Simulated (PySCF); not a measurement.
Correlation energy of B²⁺ (boron, charge +2)

[He] 2p1, 2P determinant (an excited configuration). Computed with PySCF 2.14 in aug-cc-pwCVTZ (7s6p4d2f, 59 functions), with the non-relativistic Hamiltonian (point nucleus). Frozen: nothing; 3 electrons correlated.

```tsv
level	correlation energy (mhartree)
CCSD	-43.07
(T)	-0.02
CCSD(T)	-43.09
```

Diagnostics: T1 = 0.0018, D1 = 0.0044, largest double amplitude 0.010.

Problem. Is a single reference adequate?

Solution. Yes: T1 lies below 0.03 and no double amplitude reaches 0.07.
